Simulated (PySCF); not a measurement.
## Deuteron quadrupole couplings in `C/C=C/[SiH2]NC`

Compound: C₄H₁₁NSi.
Geometry (GFN2-xTB, Å), atoms numbered from 1 in this order:
```
atom  x, y, z in Å
C1     3.1638   -0.2022    0.4360
C2     1.6855   -0.0090    0.3499
C3     0.9140   -0.4378   -0.6389
Si4   -0.9379   -0.1844   -0.7895
N5    -1.5168    0.2178    0.7790
C6    -2.8954    0.5475    1.0410
H7     3.5381   -0.7479   -0.4275
H8     3.6660    0.7643    0.4876
H9     3.4213   -0.7546    1.3404
H10    1.2463    0.5306    1.1798
H11    1.3885   -0.9648   -1.4585
H12   -1.2778    0.9618   -1.6435
H13   -1.5262   -1.4009   -1.3877
H14   -1.0918   -0.2452    1.5684
H15   -3.5259   -0.3395    1.1771
H16   -2.9730    1.1644    1.9391
H17   -3.2858    1.1119    0.1972
```

Level: PBE0/pcSseg-1 (PySCF, non-relativistic); Q(2H) = 0.00286 b; rigid geometry, the same for H and D, with no vibrational averaging.

**Question.** Rank these positions by the coupling χzz of a deuteron there, largest first.
A. H10 (vinylic hydrogen)
B. H15 (methyl hydrogen)
C. H13 (Si–H hydrogen)
D. H14 (N–H hydrogen)
E. H7 (methyl hydrogen)
F. H12 (Si–H hydrogen)

**Answer.** D (283 kHz), A (215 kHz), E (210 kHz), B (198 kHz), F (106 kHz), C (101 kHz).

**Question.** Give the electric field gradient Vzz (the principal value of largest size), its asymmetry and the 2H coupling at each hydrogen.

**Answer.** 
```
atom  bonded to  bond length (Å)  Vzz (au)     η  χzz (kHz)
  H7         C1            1.088    0.3132  0.03        210
  H8         C1            1.090    0.3103  0.02        209
  H9         C1            1.091    0.3101  0.02        208
 H10         C2            1.083    0.3206  0.04        215
 H11         C3            1.084    0.3273  0.06        220
 H12        Si4            1.469    0.1577  0.04        106
 H13        Si4            1.478    0.1504  0.03        101
 H14         N5            1.009    0.4207  0.18        283
 H15         C6            1.097    0.2940  0.05        198
 H16         C6            1.092    0.3029  0.05        204
 H17         C6            1.088    0.3090  0.07        208
```

**Question.** Average by the element that carries the hydrogen.

**Answer.** on C: 209 kHz over 8 positions, mean bond length 1.089 Å; on Si: 104 kHz over 2 positions, mean bond length 1.473 Å; on N: 283 kHz over 1 position, mean bond length 1.009 Å.

**Question.** How does χzz go with the bond length over the 8 C–H bonds?

**Answer.** A straight-line fit has a slope of -14.4 kHz for each 0.01 Å, with a correlation coefficient of -0.95, over lengths from 1.083 to 1.097 Å. The longer bonds have the smaller couplings here.

Geometry: GFN2-xTB, one conformer, isolated molecule. GFN2-xTB bond lengths can be off by several hundredths of an ångström, more for odd bonds, and the gradients follow them. The basis is small and wasn't made for field gradients, so the couplings can be 20 % off.
